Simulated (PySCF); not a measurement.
BrGaH3NO, SMILES [NH2][Ga]([OH])[Br]. Atoms are numbered in the order given.

```xyz
7

Ga    -0.7248     0.1343     0.2096
Br     1.4523    -0.2821    -0.4195
O     -1.3692    -0.5711     1.7148
H     -0.7298    -1.1104     2.1975
N     -1.7740     1.2136    -0.7791
H     -2.7620     1.3357    -0.5870
H     -1.4999     1.5605    -1.6905
```
Charge 0, spin multiplicity 1.

Geometry optimised at B3LYP-D3(BJ)/def2-SVP. The structure was generated by enumeration; whether it is a known compound was not checked. One conformer was computed; it need not be the lowest.

Computed with PySCF with B3LYP-D3(BJ)/def2-SVP.

Frequencies are harmonic and unscaled.

```
mode  ν (cm⁻¹)  IR (km/mol)  Raman (Å⁴/amu)  depolarisation    moving atoms (share of kinetic energy)
----  --------  -----------  --------------  --------------  ----------------------------------------
1          102        127.6             0.9            0.33                   N 38 %, H 34 %, Ga 19 %
2          126          9.8             1.9            0.74  N 32 %, Ga 23 %, H 16 %, O 16 %, Br 14 %
3          163          9.7             2.5            0.56            O 48 %, N 20 %, H 18 %, Br 8 %
4          191         26.2             0.2            0.22                   H 53 %, Ga 27 %, O 17 %
5          293         29.4             4.9            0.18                  Br 43 %, Ga 39 %, H 11 %
6          298        108.3             1.5            0.53                                    H 81 %
7          365         25.8             0.1            0.70                                    H 99 %
8          692         55.3            16.1            0.08                   O 62 %, N 21 %, Ga 11 %
9          730         40.5             3.3            0.34                            H 69 %, N 25 %
10         755         87.7             4.0            0.53           N 39 %, Ga 22 %, H 21 %, O 17 %
11         834        143.2             2.0            0.66                                    H 89 %
12        1503         22.9             3.8            0.75                            H 90 %, N 10 %
13        3587         39.3           165.8            0.12                                    H 96 %
14        3698         42.3            93.0            0.74                             H 91 %, N 9 %
15        3853         72.3            88.3            0.26                                    H 94 %
```
